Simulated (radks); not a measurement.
Q: The rubidium ion Rb8+, [Ar] 3d10 4s1. Method: non-relativistic Kohn-Sham, r2SCAN, spin-polarised, spherical densities, point nucleus; meta-GGA in the generalised Kohn-Sham scheme; computed with a radial shooting solver on a logarithmic mesh with Libxc functionals. Every spin shell is full or empty, so the densities are truly spherical. Functionals are evaluated on that one density, not self-consistently. Rank these exchange functionals by their error against the exact value of the orbitals, and give that value: LDA, B88, PBE, PBEsol, revPBE, RPBE, PW86, EV93, APBE, TPSS, SCAN, r2SCAN, MS2, TASK, MVS.

A: Exact: -94.3516 hartree. From best to worst, with 100 (|E| - |E exact|)/|E exact| (equal figures are ties): B88 +0.01, MVS +0.01, EV93 +0.04, PW86 -0.05, r2SCAN -0.07, TPSS -0.16, RPBE -0.19, SCAN +0.19, revPBE -0.27, APBE +0.35, PBE -0.48, MS2 -0.50, TASK -2.37, PBEsol -2.60, LDA -5.67.
